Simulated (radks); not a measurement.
The numbers below are computed, except where a source is named.
All-electron atom: the caesium ion Cs39+ in [Ne] 3s2 3p4. Level of theory: Dirac Kohn-Sham, relativistic LDA (MacDonald-Vosko exchange, VWN5 correlation), spin-unpolarised, spherical densities, finite nucleus; open shells fill j = l - 1/2 first; Fermi nuclear charge, rms radius 4.8041 fm (a radial shooting solver on a logarithmic mesh with Libxc functionals).

Unscreened Slater integrals over Kohn-Sham orbitals (cm^-1). Large and small components are both included. Empty in this configuration: 3d3/2.

integral,value
"F0(3p3/2,3p3/2)",741530
"F2(3p3/2,3p3/2)",371410
"F0(3p3/2,3p1/2)",753780
"G2(3p3/2,3p1/2)",373530
"F0(3p3/2,3s1/2)",732800
"G1(3p3/2,3s1/2)",473390
"F0(3p3/2,2p3/2)",980870
"F2(3p3/2,2p3/2)",253390
"G0(3p3/2,2p3/2)",100970
"G2(3p3/2,2p3/2)",111170
"F0(3p3/2,3d3/2)",784580
"F2(3p3/2,3d3/2)",372990
"G1(3p3/2,3d3/2)",383270
"G3(3p3/2,3d3/2)",259730
"F0(3p1/2,3p1/2)",766960
"F0(3p1/2,3s1/2)",744320
"G1(3p1/2,3s1/2)",470580
"F0(3p1/2,2p3/2)",1009100
"G2(3p1/2,2p3/2)",109950
"F0(3p1/2,3d3/2)",800140
"G1(3p1/2,3d3/2)",410810
"F0(3s1/2,3s1/2)",726150
"F0(3s1/2,2p3/2)",950700
"G1(3s1/2,2p3/2)",97297
"F0(3s1/2,3d3/2)",774810
"G2(3s1/2,3d3/2)",293220
"F0(2p3/2,2p3/2)",2024600
"F2(2p3/2,2p3/2)",965340
"F0(2p3/2,3d3/2)",1082900
"F2(2p3/2,3d3/2)",342760
"G1(2p3/2,3d3/2)",318400
"G3(2p3/2,3d3/2)",183970
"F0(3d3/2,3d3/2)",858950
"F2(3d3/2,3d3/2)",444180
